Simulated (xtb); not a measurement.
C5H9O, doublet, from a rough starting geometry; GFN2-xTB in xtb.

The xtb input:
```
$ xtb mol.xyz --gfn 2 --uhf 1 --opt vtight --json

# file mol.xyz
15

C      2.41770161    -0.31580450    -0.06960408
C      1.00395521    -0.05698876    -0.42978544
C      0.19640703     0.24117781     0.78936125
C     -1.22185498     0.71561603     0.36685536
C     -2.10731318    -0.33536675    -0.39014265
O     -1.60949319     1.83234438     0.64287102
H      2.85443119     0.31581902     0.77545357
H      3.10930141    -0.93033979    -0.64761975
H      0.63750261    -0.78519244    -1.05814621
H      0.99472720     0.91402378    -1.06927364
H      0.03018673    -0.75782278     1.30645038
H      0.54932261     0.91321312     1.41116537
H     -3.06816702     0.08090165    -0.58584051
H     -1.61090667    -0.52632609    -1.35867669
H     -2.16812251    -1.25113346     0.16682903
```

### Question
Write the output that xtb gives for this input, abridged.

### Answer

```
   ID    Z sym.   atoms
    1    6 C      1-5
    2    8 O      6
    3    1 H      7-15

           -------------------------------------------------
          |                Calculation Setup                |
           -------------------------------------------------

           -------------------------------------------------
          |                 G F N 2 - x T B                 |
           -------------------------------------------------

          ...................................................
          :                      SETUP                      :
          :.................................................:
          :  # basis functions                  33          :
          :  # atomic orbitals                  33          :
          :  # shells                           21          :
          :  # electrons                        35          :
          :  max. iterations                   250          :
          :  Hamiltonian                  GFN2-xTB          :
          :  restarted?                      false          :
          :  GBSA solvation                  false          :
          :  PC potential                    false          :
          :  electronic temp.          300.0000000     K    :
          :  accuracy                    1.0000000          :
          :  -> integral cutoff          0.2500000E+02      :
          :  -> integral neglect         0.1000000E-07      :
          :  -> SCF convergence          0.1000000E-05 Eh   :
          :  -> wf. convergence          0.1000000E-03 e    :
          :  Broyden damping             0.4000000          :
          :  net charge                          0          :
          :  unpaired electrons                  1          :
          ...................................................

 iter      E             dE          RMSdq      gap      omega  full diag
   1    -19.4411008 -0.194411E+02  0.390E+00    2.55       0.0  T
   2    -19.4863490 -0.452482E-01  0.205E+00    1.69       1.0  T
   3    -19.4921326 -0.578359E-02  0.137E+00    1.98       1.0  T
   4    -19.4973483 -0.521576E-02  0.199E-01    1.48       1.0  T
   5    -19.4974951 -0.146759E-03  0.811E-02    1.56       1.0  T
   6    -19.4975166 -0.214547E-04  0.346E-02    1.58       1.0  T
   7    -19.4975172 -0.634807E-06  0.111E-02    1.58       2.3  T
   8    -19.4975175 -0.326473E-06  0.217E-03    1.58      11.9  T
   9    -19.4975175 -0.310404E-08  0.104E-03    1.58      24.9  T
  10    -19.4975175 -0.227924E-08  0.214E-04    1.58     120.7  T
  11    -19.4975175 -0.447500E-10  0.486E-05    1.58     531.2  T

   *** convergence criteria satisfied after 11 iterations ***

         :::::::::::::::::::::::::::::::::::::::::::::::::::::
         ::                     SUMMARY                     ::
         :::::::::::::::::::::::::::::::::::::::::::::::::::::
         :: total energy             -19.236037551509 Eh    ::
         :: gradient norm              0.193646380730 Eh/a0 ::
         :: HOMO-LUMO gap              1.576778085606 eV    ::
         ::.................................................::
         :: SCC energy               -19.497507727303 Eh    ::
         :: -> isotropic ES            0.026956821389 Eh    ::
         :: -> anisotropic ES          0.003210130092 Eh    ::
         :: -> anisotropic XC          0.010820239874 Eh    ::
         :: -> dispersion             -0.008037985250 Eh    ::
         :: repulsion energy           0.261470175794 Eh    ::
         :: add. restraining           0.000000000000 Eh    ::
         :: total charge              -0.000000000000 e     ::
         :::::::::::::::::::::::::::::::::::::::::::::::::::::

      -----------------------------------------------------------
     |                   =====================                   |
     |                        A N C O P T                        |
     |                   =====================                   |
[...]
 * total energy  :   -19.2615579 Eh     change       -0.4150411E-04 Eh
 * total energy  :   -19.2615866 Eh     change       -0.2876595E-04 Eh
 * total energy  :   -19.2616116 Eh     change       -0.2496921E-04 Eh
 * total energy  :   -19.2616231 Eh     change       -0.1151539E-04 Eh
 * total energy  :   -19.2616327 Eh     change       -0.9613569E-05 Eh
 * total energy  :   -19.2616381 Eh     change       -0.5390476E-05 Eh
 * total energy  :   -19.2616393 Eh     change       -0.1137819E-05 Eh
 * total energy  :   -19.2616396 Eh     change       -0.3753448E-06 Eh
 * total energy  :   -19.2616399 Eh     change       -0.2184550E-06 Eh
 * total energy  :   -19.2616401 Eh     change       -0.2460229E-06 Eh
 * total energy  :   -19.2616403 Eh     change       -0.1507851E-06 Eh
 * total energy  :   -19.2616403 Eh     change       -0.8759595E-07 Eh
   *** GEOMETRY OPTIMIZATION CONVERGED AFTER 37 ITERATIONS ***
         :: total energy             -19.261640343368 Eh    ::
[...]
        26                          0.1702632               4.6331
        27                          0.1874314               5.1003
        28                          0.2023261               5.5056
        29                          0.2230416               6.0693
       ...                                ...                  ...
        33                          0.6308303              17.1658
      -------------------------------------------------------------
                  HL-Gap            0.0756380 Eh            2.0582 eV
             Fermi-level           -0.3234688 Eh           -8.8020 eV

     #   Z          covCN         q      C6AA      α(0)
     1   6 C        2.836    -0.106    30.663     9.075
     2   6 C        3.802    -0.038    21.247     6.563
     3   6 C        3.803    -0.083    22.082     6.690
     4   6 C        2.812     0.240    22.994     7.856
     5   6 C        3.754    -0.139    23.234     6.873
     6   8 O        0.857    -0.358    20.868     6.125
     7   1 H        0.926     0.041     2.437     2.441
     8   1 H        0.926     0.038     2.473     2.459
     9   1 H        0.924     0.041     2.436     2.441
    10   1 H        0.924     0.056     2.245     2.343
    11   1 H        0.925     0.048     2.351     2.398
    12   1 H        0.925     0.063     2.160     2.298
    13   1 H        0.925     0.067     2.115     2.274
    14   1 H        0.925     0.063     2.168     2.303
    15   1 H        0.925     0.067     2.120     2.277

 Mol. C6AA /au·bohr⁶  :       1806.855394
 Mol. C8AA /au·bohr⁸  :      39533.923863
 Mol. α(0) /au        :         64.415312

Wiberg/Mayer (AO) data.
largest (>0.10) Wiberg bond orders for each atom

 ---------------------------------------------------------------------------
     #   Z sym  total        # sym  WBO       # sym  WBO       # sym  WBO
 ---------------------------------------------------------------------------
     1   6 C    3.244 --     2 C    1.115     8 H    0.985     7 H    0.985
     2   6 C    3.993 --     1 C    1.115     9 H    0.969    10 H    0.963
                             3 C    0.902
     3   6 C    3.989 --     4 C    0.990    11 H    0.976    12 H    0.970
                             2 C    0.902
     4   6 C    3.924 --     6 O    1.854     5 C    1.003     3 C    0.990
     5   6 C    3.995 --     4 C    1.003    13 H    0.982    14 H    0.966
                            15 H    0.957
     6   8 O    2.079 --     4 C    1.854
     7   1 H    0.998 --     1 C    0.985
     8   1 H    0.999 --     1 C    0.985
     9   1 H    0.998 --     2 C    0.969
    10   1 H    0.997 --     2 C    0.963
    11   1 H    0.998 --     3 C    0.976
    12   1 H    0.996 --     3 C    0.970
    13   1 H    0.995 --     5 C    0.982
    14   1 H    0.996 --     5 C    0.966
    15   1 H    0.996 --     5 C    0.957
 ---------------------------------------------------------------------------

Topologies differ in total number of bonds
Writing topology from bond orders to xtbtopo.mol

molecular dipole:
                 x           y           z       tot (Debye)
 q only:        0.220      -1.008      -0.141
   full:        0.232      -1.225      -0.107       3.180
molecular quadrupole (traceless):
                xx          xy          yy          xz          yz          zz
 q only:        1.468       5.256      -3.604       1.294      -0.987       2.136
  q+dip:        0.990       6.300      -3.388       2.471      -0.781       2.398
   full:        0.993       6.411      -4.300       1.618      -1.205       3.308

optimized geometry written to: xtbopt.xyz

           -------------------------------------------------
          | TOTAL ENERGY              -19.261640343368 Eh   |
          | GRADIENT NORM               0.000084103400 Eh/α |
          | HOMO-LUMO GAP               2.058215945263 eV   |
           -------------------------------------------------

normal termination of xtb
```
